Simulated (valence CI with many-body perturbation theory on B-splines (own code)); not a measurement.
## Questions on Xe XLI

Calculated by valence CI with perturbative core correlation (CI+MBPT): four valence electrons over a frozen Dirac-Fock core [Ne], a basis of 11 s, 11 p, 9 d, 7 f, 5 g, 2 h, 1 i functions for each j, with the one-electron correlation potential Σ1 (screened to all orders), the two-electron term Σ2, the three-electron term Σ3, Breit, model QED; selected single and double excitations, second order for the rest (own B-spline code, finite nucleus).

The last digits are not significant, and no measured levels were compared; by estimate large intervals hold to a few tenths of a per cent, small ones and those within an open d or f shell to about a per cent.

Levels are named by their leading jj configuration (3d3/2^4 stands for four electrons in 3d with j = 3/2), which in mixed levels can hold well under half, so a name can repeat and another be missing.

Rates and lifetimes use the calculated energies. Strong lines usually hold to 10 to 20 %, long lifetimes can be off by a factor of two.

(1) What is the ground level?

(2) Where does the other parity begin?

(3) How well does LS coupling describe the low levels?

(4) What are the static dipole polarisabilities of the lowest levels?

(5) Name the longest-lived excited levels whose lifetime is computed, and their main decay.

## Answers

(1) (3s^2 3p1/2^2) J=0, composition 72 % 3s2 3p2 3P + 27 % 3s2 3p2 1S.

(2) At (3s 3p1/2^2 3p3/2) J=2, 12.919 Ry.

(3) Among the lowest 20 levels the leading LS term, summed over configurations, holds 58 % on average. For single configurations the figures are 53 % in LS and 79 % in jj coupling. Terms mix most in the J = 3 level at 23.589 Ry, where the leading one holds 38 %.

(4) (3s^2 3p1/2^2) J=0 0.0118; (3s^2 3p1/2 3p3/2) J=1 0.0135 (tensor 0.00058); (3s^2 3p1/2 3p3/2) J=2 0.0134 (tensor 0.00099) bohr³, of which the core gives 0.000189.

(5) (3s^2 3p1/2 3p3/2) J=2 at 5.896 Ry lives 81.3 μs, mostly by E2 to (3s^2 3p1/2^2) J=0; (3s^2 3p3/2 3d5/2) J=4 at 23.642 Ry lives 431 ns, mostly by M1 to (3s^2 3p1/2 3d5/2) J=3; (3s^2 3p1/2 3p3/2) J=1 at 5.427 Ry lives 363 ns, mostly by M1 to (3s^2 3p1/2^2) J=0.
